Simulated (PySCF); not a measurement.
PySCF job for C₂H₄I, SMILES [CH](I)C (connectivity only; charge and spin as stated), charge +1, multiplicity 1, TDDFT-B3LYP/def2-SVPD. Geometry: PBE0-D3(BJ)/def2-SVP. The multiplicity is an assumed one; other spin states were not compared. The isomer is the one that the SMILES or the coordinates give; other isomers of the formula were not compared. The def2 effective core potentials stand for the cores of I; spin–orbit coupling is left out.

```python
import numpy as np
from pyscf import gto, scf, dft, tdscf

mol = gto.M(
    atom='''
    C     0.30530747    2.44179499    0.00000000
    C    -0.55192198    1.28393542    0.00000000
    I     0.03244659   -0.60719455   -0.00000000
    H     0.01007708    3.07737385    0.86481180
    H     0.01007708    3.07737385   -0.86481181
    H     1.38345539    2.24526462    0.00000000
    H    -1.64359170    1.42691641    0.00000000
    ''',
    basis='def2-SVPD',
    ecp={'I': 'def2-svp'},
    charge=1,
    spin=0,
    symmetry=True,
    max_memory=1600,
    verbose=4,
)
mf = dft.RKS(mol, xc='b3lyp').density_fit(auxbasis='def2-universal-jkfit')
mf.grids.level = 3
mf.conv_tol = 1e-9
mf.max_cycle = 100
mf.kernel()
mf.grids = dft.Grids(mol).set(level=1).build(with_non0tab=True)  # coarser grid for the response kernel
td = tdscf.TDDFT(mf)
td.singlet = True
td.nstates = 10
td.conv_tol = 1e-4
td.kernel(x0=td.get_init_guess(mf, 15))
td.analyze()
tt = tdscf.TDA(mf)
tt.singlet = False
tt.nstates = 4
tt.conv_tol = 1e-4
tt.kernel(x0=tt.get_init_guess(mf, 9))
tt.analyze(verbose=3)
```

Program output:

```
PySCF version 2.14.0

[INPUT] verbose = 4
[INPUT] num. atoms = 7
[INPUT] num. electrons = 40
[INPUT] charge = 1
[INPUT] spin (= nelec alpha-beta = 2S) = 0
[INPUT] symmetry True subgroup None
[INPUT] Mole.unit = angstrom
[INPUT] Symbol           X                Y                Z      unit          X                Y                Z       unit  Magmom
[INPUT]  1 C      0.305307470000   2.441794990000   0.000000000000 AA    0.576947502084   4.614323783435   0.000000000000 Bohr   0.0
[INPUT]  2 C     -0.551921980000   1.283935420000   0.000000000000 AA   -1.042981384328   2.426286305428   0.000000000000 Bohr   0.0
[INPUT]  3 I      0.032446590000  -0.607194550000   0.000000000000 AA    0.061315168776  -1.147431403829   0.000000000000 Bohr   0.0
[INPUT]  4 H      0.010077080000   3.077373850000   0.864811800000 AA    0.019042921335   5.815393759398   1.634257451292 Bohr   0.0
[INPUT]  5 H      0.010077080000   3.077373850000  -0.864811810000 AA    0.019042921335   5.815393759398  -1.634257470189 Bohr   0.0
[INPUT]  6 H      1.383455390000   2.245264620000   0.000000000000 AA    2.614351792653   4.242935208976   0.000000000000 Bohr   0.0
[INPUT]  7 H     -1.643591700000   1.426916410000   0.000000000000 AA   -3.105938173608   2.696481217548   0.000000000000 Bohr   0.0

nuclear repulsion = 114.40682072831
point group symmetry = Cs
symmetry origin: [ 1.64324010e-09  1.09549334e-09 -2.73873352e-10]
symmetry axis x: [ 1.00000000e+00  2.66215523e-10 -1.81160102e-11]
symmetry axis y: [ 2.66215523e-10 -1.00000000e+00  3.42969248e-10]
symmetry axis z: [1.81160101e-11 3.42969250e-10 1.00000000e+00]
num. orbitals of irrep A' = 72
num. orbitals of irrep A" = 35
number of shells = 45
number of NR pGTOs = 170
number of NR cGTOs = 107
basis = def2-SVPD
ecp = {'I': 'def2-svp'}


[settings echo left out]
init E= -344.960161737965
HOMO (A") = -0.757121457909809  LUMO (A') = -0.661464526594894  gap/eV = 2.60296
cycle= 1 E= -373.523736280397  delta_E= -28.6  |g|= 3.38  |ddm|= 11.3
HOMO (A") = -0.359513805909505  LUMO (A') = -0.298988145244316  gap/eV = 1.64699
cycle= 2 E= -364.874872770651  delta_E= 8.65  |g|= 4.61  |ddm|= 14.2
HOMO (A') = -0.375190057812043  LUMO (A') = -0.276231980711952  gap/eV = 2.69279
cycle= 3 E= -374.214046522525  delta_E= -9.34  |g|= 2.11  |ddm|= 11.3
HOMO (A') = -0.503794836888993  LUMO (A") = -0.384431536867937  gap/eV = 3.24804
cycle= 4 E= -375.93642073746  delta_E= -1.72  |g|= 0.575  |ddm|= 3.19
HOMO (A') = -0.444412544221271  LUMO (A") = -0.374600805387552  gap/eV = 1.89967
cycle= 5 E= -375.821612997035  delta_E= 0.115  |g|= 0.784  |ddm|= 1.44
HOMO (A') = -0.475406125797591  LUMO (A") = -0.335066171175105  gap/eV = 3.81884
cycle= 6 E= -376.010435566157  delta_E= -0.189  |g|= 0.188  |ddm|= 0.992
HOMO (A') = -0.497709668727355  LUMO (A") = -0.361693246040971  gap/eV = 3.70120
cycle= 7 E= -376.020334597547  delta_E= -0.0099  |g|= 0.0418  |ddm|= 0.302
HOMO (A') = -0.492906527748193  LUMO (A") = -0.355557736686616  gap/eV = 3.73745
cycle= 8 E= -376.020844372901  delta_E= -0.00051  |g|= 0.00669  |ddm|= 0.0669
HOMO (A') = -0.492081875775806  LUMO (A") = -0.355165298672431  gap/eV = 3.72569
cycle= 9 E= -376.020859506965  delta_E= -1.51e-05  |g|= 0.00152  |ddm|= 0.017
HOMO (A') = -0.492127746228682  LUMO (A") = -0.355258094709965  gap/eV = 3.72441
cycle= 10 E= -376.020860241261  delta_E= -7.34e-07  |g|= 0.000459  |ddm|= 0.00313
HOMO (A') = -0.492112993781843  LUMO (A") = -0.355267767733266  gap/eV = 3.72375
cycle= 11 E= -376.020860318368  delta_E= -7.71e-08  |g|= 6.66e-05  |ddm|= 0.000858
HOMO (A') = -0.492106870761118  LUMO (A") = -0.35526384208881  gap/eV = 3.72369
cycle= 12 E= -376.020860319857  delta_E= -1.49e-09  |g|= 1.29e-05  |ddm|= 0.000158
HOMO (A') = -0.492107882918891  LUMO (A") = -0.355264534987209  gap/eV = 3.72370
cycle= 13 E= -376.020860319897  delta_E= -4.09e-11  |g|= 2.41e-06  |ddm|= 2.87e-05
HOMO (A') = -0.492107549303991  LUMO (A") = -0.355264714181919  gap/eV = 3.72368
Extra cycle  E= -376.020860319894  delta_E= 3.52e-12  |g|= 3.87e-06  |ddm|= 8.98e-06
converged SCF energy = -376.020860319894
tot grids = 28280


******** <class 'pyscf.tdscf.rks.TDDFT'> for <class 'pyscf.df.df_jk.DFSymAdaptedRKS'> ********
nstates = 10 singlet
deg_eia_thresh = 1.000e-03
wfnsym = None
conv_tol = 0.0001
eigh lindep = 1e-12
eigh level_shift = 0
eigh max_cycle = 100


Excitation energies (eV)
[2.51327119 4.64781047 5.08111735 5.75915237 6.61469218 6.67828997
 7.522248   7.90464785 8.237093   8.93073709]

** Singlet excitation energies and oscillator strengths **
Excited State   1:   A"      2.51327 eV    493.32 nm  f=0.0000
      20 -> 21       -0.70728
Excited State   2:   A'      4.64781 eV    266.76 nm  f=0.1953
      18 -> 22       -0.12696
      19 -> 21        0.69429
Excited State   3:   A"      5.08112 eV    244.01 nm  f=0.0000
      18 -> 21       -0.70456
Excited State   4:   A'      5.75915 eV    215.28 nm  f=0.0015
      20 -> 22        0.70471
Excited State   5:   A"      6.61469 eV    187.44 nm  f=0.0000
      16 -> 21        0.68993
      19 -> 22       -0.14038
Excited State   6:   A"      6.67829 eV    185.65 nm  f=0.0028
      16 -> 21       -0.13733
      19 -> 22       -0.69014
Excited State   7:   A'      7.52225 eV    164.82 nm  f=0.1178
      17 -> 21       -0.69195
Excited State   8:   A"      7.90465 eV    156.85 nm  f=0.0041
      15 -> 21        0.69769
Excited State   9:   A'      8.23709 eV    150.52 nm  f=0.0854
      20 -> 23       -0.69692
Excited State  10:  ???      8.93074 eV    138.83 nm  f=0.1758
      16 -> 22        0.14781
      18 -> 22        0.62437
      20 -> 25       -0.22176

** Transition electric dipole moments (AU) **
state          X           Y           Z        Dip. S.      Osc.
  1        -0.0000      0.0000      0.0157      0.0002      0.0000
  2        -0.1533      1.3008      0.0000      1.7155      0.1953
  3         0.0000      0.0000      0.0179      0.0003      0.0000
  4        -0.0863     -0.0544      0.0000      0.0104      0.0015
  5        -0.0000      0.0000     -0.0099      0.0001      0.0000
  6         0.0000     -0.0000      0.1319      0.0174      0.0028
  7         0.2686      0.7529     -0.0000      0.6390      0.1178
  8        -0.0000     -0.0000      0.1452      0.0211      0.0041
  9        -0.5018     -0.4139      0.0000      0.4231      0.0854
 10         0.0217      0.8960     -0.0000      0.8033      0.1758

WARN: ECP detected. Skipping calculation of transition velocity and magnetic dipole moments, which have not yet been implemented.



******** <class 'pyscf.tdscf.rks.TDA'> for <class 'pyscf.df.df_jk.DFSymAdaptedRKS'> ********
nstates = 4 triplet
deg_eia_thresh = 1.000e-03
wfnsym = None
conv_tol = 0.0001
eigh lindep = 1e-12
eigh level_shift = 0
eigh max_cycle = 100


Excitation energies (eV)
[2.20598365 2.66202227 4.55083962 4.9852544 ]

** Triplet excitation energies and oscillator strengths **
Excited State   1:   A"      2.20598 eV    562.04 nm  f=0.0000
Excited State   2:   A'      2.66202 eV    465.75 nm  f=0.0000
Excited State   3:   A"      4.55084 eV    272.44 nm  f=0.0000
Excited State   4:   A'      4.98525 eV    248.70 nm  f=0.0000
```

Self-consistency was reached.

Cost: about 110 core-seconds (a rough figure).
